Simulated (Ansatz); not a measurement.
Start from `[NH2][V](=[O])([Cl])[Cl]` and change one atom or group to get `[CH3][V](=[O])([Cl])[Cl]`.

Ansatz, PBE0-D4/def2-TZVP geometries, multiplicity 1. Each molecule was computed in one conformer, which needn't be the lowest.

Scalar relativity is left out up to krypton.

| property | `[NH2][V](=[O])([Cl])[Cl]` |
| --- | --- |
| size of the dipole moment (B3LYP/def2-TZVPP) / D | 3.48 |
| size of the dipole moment (PBE/def2-TZVPP) / D | 3.40 |
| zero-point energy (PBE0-D4/def2-TZVP) / kJ/mol | 85.2 |
| LUMO energy (PBE0/def2-TZVPP) / eV | -3.43 |
| LUMO energy (ωB97M-V/def2-TZVPP) / eV | -1.25 |
| HOMO–LUMO gap (PBE0/def2-TZVPP) / eV | 5.27 |

(1) What does the change do to each property? (Estimate.)

Answers

(1) The calculation gave: 
```json
{"property": "size of the dipole moment (B3LYP/def2-TZVPP) / D", "`[CH3][V](=[O])([Cl])[Cl]`": "1.97", "shift": "-1.51"}
{"property": "size of the dipole moment (PBE/def2-TZVPP) / D", "`[CH3][V](=[O])([Cl])[Cl]`": "1.73", "shift": "-1.67"}
{"property": "zero-point energy (PBE0-D4/def2-TZVP) / kJ/mol", "`[CH3][V](=[O])([Cl])[Cl]`": "109.7", "shift": "24.5"}
{"property": "LUMO energy (PBE0/def2-TZVPP) / eV", "`[CH3][V](=[O])([Cl])[Cl]`": "-3.75", "shift": "-0.32"}
{"property": "LUMO energy (ωB97M-V/def2-TZVPP) / eV", "`[CH3][V](=[O])([Cl])[Cl]`": "-1.48", "shift": "-0.23"}
{"property": "HOMO–LUMO gap (PBE0/def2-TZVPP) / eV", "`[CH3][V](=[O])([Cl])[Cl]`": "5.57", "shift": "0.30"}
```

With PBE0 the HOMO falls by 0.62 eV and the LUMO falls by 0.32 eV, so the gap widens by about 0.30 eV. PBE moves the HOMO by -0.41 eV and ωB97M-V by -0.72 eV. The zero-point energy changes by 24.5 kJ/mol with +3 modes. Dipoles are sizes alone; their direction can turn.

B3LYP here is the variant with VWN-RPA as its local correlation; programs differ in this.
